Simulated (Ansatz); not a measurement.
## AlH6PSn: where a starting geometry ends

The starting geometry of this gas-phase singlet was optimised with GFN2-xTB.

```yaml
atoms:
  - { symbol: Al, position_ang: [-0.7532, -0.0715, 1.2115] }
  - { symbol: P, position_ang: [1.0087, 0.6844, -0.3080] }
  - { symbol: Sn, position_ang: [2.2497, -0.7606, 1.4378] }
  - { symbol: H, position_ang: [-2.0836, 0.6847, 1.0671] }
  - { symbol: H, position_ang: [-0.5862, -1.6021, 0.7833] }
  - { symbol: H, position_ang: [0.1820, 0.1953, 2.5437] }
  - { symbol: H, position_ang: [1.7376, 1.7202, -0.8428] }
  - { symbol: H, position_ang: [1.0085, -0.0683, -1.4663] }
  - { symbol: H, position_ang: [3.4725, 0.5723, 1.7263] }
```

Q: Predict what it relaxes into with PBE0-D3(BJ)/def2-SVP.

A: A new bond forms, giving a structure with H6 bridging Al1 and Sn3, given below by its coordinates. Contacts that close: Sn3–H6 (2.53 → 1.96 Å).

The energy falls by 0.87 eV over 14 steps:

| step | E − E(last) (eV) |
| --- | --- |
| 1 | 0.875 |
| 2 | 0.532 |
| 4 | 0.217 |
| 5 | 0.138 |
| 7 | 0.037 |
| 8 | 0.015 |
| 10 | 0.001 |
| 11 | 0.000 |
| 13 | 0.000 |
| 14 | 0.000 |

Final geometry (Å):

```xyz
9

Al   -0.5836   -0.1235    1.0669
P     1.1653    0.3773   -0.4947
Sn    2.5342   -0.4824    1.6006
H    -1.2273    1.1877    1.6843
H    -1.3403   -1.4451    0.6127
H     0.6685   -0.7087    2.1606
H     1.4101    1.7043   -0.9075
H     1.2733   -0.3626   -1.6927
H     2.3357    1.2074    2.1224
```

Frequencies at the end are all real (lowest 176 cm⁻¹). Atoms past krypton carry core potentials, without spin–orbit terms. Run with Ansatz 0.2.0, 21 s on 2 threads of Intel(R) Xeon(R) 6975P-C (Granite Rapids) (shared host).
